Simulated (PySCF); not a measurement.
## M06-L on Br⁺ (bromine, charge +1)

Configuration: [Ar] 3d10 4s2 4p4, high-spin 3P determinant. Computed with PySCF 2.14 in x2c-SVPall, with scalar relativity by spin-free X2C-1e.

```
Total energy                                                  : -2605.221 hartree
One-electron energy                                           : -3607.529 hartree
Hartree (Coulomb) energy                                      : 1094.833 hartree
Exchange-correlation energy                                   : -92.525 hartree
⟨S²⟩                                                          : 2.0025
⟨L²⟩                                                          : 2.008
Sum of ⟨r⟩                                                    : 23.03 bohr
Sum of ⟨r²⟩                                                   : 31.90 bohr²
Traceless quadrupole moment −½Σ⟨3z² − r²⟩ along its main axis : -1.90 e·bohr²
Langevin diamagnetic susceptibility                           : -25.3 ×10⁻⁶ cm³/mol
Time after the integrals                                      : 0.75 s of wall time on 1 thread of Neoverse-V1 (shared host)
```

```json
{"shell": "1s α", "electrons": "1", "mean orbital energy (eV)": "-13341.8", "spread (eV)": "0", "rms radius, mean of both spins (bohr)": "0.0493"}
{"shell": "1s β", "electrons": "1", "mean orbital energy (eV)": "-13341.6", "spread (eV)": "0", "rms radius, mean of both spins (bohr)": "0.0493"}
{"shell": "2s α", "electrons": "1", "mean orbital energy (eV)": "-1758.9", "spread (eV)": "0", "rms radius, mean of both spins (bohr)": "0.205"}
{"shell": "2s β", "electrons": "1", "mean orbital energy (eV)": "-1758.8", "spread (eV)": "0", "rms radius, mean of both spins (bohr)": "0.205"}
{"shell": "2p α", "electrons": "3", "mean orbital energy (eV)": "-1549.6", "spread (eV)": "0.225", "rms radius, mean of both spins (bohr)": "0.183"}
{"shell": "2p β", "electrons": "3", "mean orbital energy (eV)": "-1549.4", "spread (eV)": "0.120", "rms radius, mean of both spins (bohr)": "0.183"}
{"shell": "3s α", "electrons": "1", "mean orbital energy (eV)": "-257.17", "spread (eV)": "0", "rms radius, mean of both spins (bohr)": "0.589"}
{"shell": "3s β", "electrons": "1", "mean orbital energy (eV)": "-257.03", "spread (eV)": "0", "rms radius, mean of both spins (bohr)": "0.589"}
{"shell": "3p α", "electrons": "3", "mean orbital energy (eV)": "-189.93", "spread (eV)": "0.660", "rms radius, mean of both spins (bohr)": "0.608"}
{"shell": "3p β", "electrons": "3", "mean orbital energy (eV)": "-189.75", "spread (eV)": "0.535", "rms radius, mean of both spins (bohr)": "0.608"}
{"shell": "3d α", "electrons": "5", "mean orbital energy (eV)": "-79.704", "spread (eV)": "0.667", "rms radius, mean of both spins (bohr)": "0.655"}
{"shell": "3d β", "electrons": "5", "mean orbital energy (eV)": "-79.455", "spread (eV)": "0.495", "rms radius, mean of both spins (bohr)": "0.655"}
{"shell": "4s α", "electrons": "1", "mean orbital energy (eV)": "-32.234", "spread (eV)": "0", "rms radius, mean of both spins (bohr)": "1.76"}
{"shell": "4s β", "electrons": "1", "mean orbital energy (eV)": "-29.509", "spread (eV)": "0", "rms radius, mean of both spins (bohr)": "1.76"}
{"shell": "4p α", "electrons": "3", "mean orbital energy (eV)": "-18.756", "spread (eV)": "1.383", "rms radius, mean of both spins (bohr)": "2.13"}
{"shell": "4p β", "electrons": "1", "mean orbital energy (eV)": "-16.781", "spread (eV)": "0", "rms radius, mean of both spins (bohr)": "2.13"}
```

Densities and radii are taken from the X2C orbitals without a picture-change correction, which distorts them close to the nucleus.
